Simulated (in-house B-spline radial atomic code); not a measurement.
Successive ionisation energies of lead; each step leads to the configuration of the next row (after the last: [Kr] 4d10 4f14 5s2 5p2). Dirac energy differences include first-order Breit, QED and recoil terms. NIST's values go from ground level to ground level; the uncertainty of those that are theory runs from under 0.1 % in few-electron ions to several per cent in heavy many-electron ones. Computed with a radial B-spline atomic code at the basis-set limit: Dirac-Hartree-Fock, average of the configuration, finite nuclei.

| ion | configuration | ionisation energy (eV) | tabulated value (eV) | tabulated kind | computed minus tabulated (eV) | highest orbital | largest mean radius (bohr) |
| --- | --- | --- | --- | --- | --- | --- | --- |
| Pb12+ | [Xe] 4f14 5d2 | 221.2 | 224 | tabulated theory | -2.8 | 5d5/2 | 1.0704 |
| Pb13+ | [Xe] 4f14 5d1 | 242.8 | 245.1 | semi-empirical | -2.3 | 5d5/2 | 1.053 |
| Pb14+ | [Xe] 4f14 | 345.6 | 338.1 | semi-empirical | 7.5 | 5p3/2 | 0.91702 |
| Pb15+ | [Kr] 4d10 4f14 5s2 5p5 | 370.5 | 374 | tabulated theory | -3.5 | 5p3/2 | 0.90654 |
| Pb16+ | [Kr] 4d10 4f14 5s2 5p4 | 395.9 | 401 | tabulated theory | -5.1 | 5p3/2 | 0.89696 |
| Pb17+ | [Kr] 4d10 4f14 5s2 5p3 | 421.6 | 427 | tabulated theory | -5.4 | 5p3/2 | 0.88774 |

Where a p, d or f electron is removed, the computed value is a mean over both j, so it misses the tabulated one by a part of the spin-orbit splitting; averaging over terms and missing correlation add to the gap, relatively most at low charge.
